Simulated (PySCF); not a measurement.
Compound: benzyl cyanide, C8H7N.
Cartesian coordinates in Å at the PBE0-D3(BJ)/def2-SVP level; atoms count from 1:
```xyz
16
C8H7N angstrom
N      3.025   -0.140    1.592
C      2.417   -0.195    0.609
C      1.640   -0.259   -0.627
C      0.161   -0.028   -0.400
C     -0.689   -1.106   -0.138
C     -2.047   -0.893    0.087
C     -2.567    0.400    0.055
C     -1.723    1.479   -0.203
C     -0.365    1.266   -0.429
H      1.812   -1.244   -1.088
H      2.046    0.492   -1.322
H     -0.284   -2.121   -0.110
H     -2.703   -1.743    0.288
H     -3.632    0.567    0.230
H     -2.124    2.494   -0.230
H      0.294    2.115   -0.628
```

Mayer bond orders were computed from the PBE0/pcSseg-1 density (PySCF). Geometry: PBE0-D3(BJ)/def2-SVP, one conformer, isolated molecule.

Q: The orders 0.99, 1.05, 1.43, 3.05 belong to the bonds N1–C2, C2–C3, C3–C4, C6–C7, in another order. Match them.

A: C2–C3 0.99; C3–C4 1.05; C6–C7 1.43; N1–C2 3.05.

Q: Set the orders of all bonds between heavy atoms beside their lengths and the difference of the Mulliken charges at their ends.

A: 
```tsv
bond	Mayer order	length (Å)	q(first) − q(second) (e)
N1–C2	3.050	1.157	-0.337
C5–C6	1.441	1.393	+0.072
C8–C9	1.441	1.393	-0.073
C6–C7	1.430	1.394	-0.004
C7–C8	1.430	1.394	+0.005
C4–C5	1.396	1.397	-0.268
C9–C4	1.394	1.397	+0.269
C3–C4	1.055	1.513	+0.161
C2–C3	0.987	1.461	+0.203
```

Mayer orders depend on the basis set.
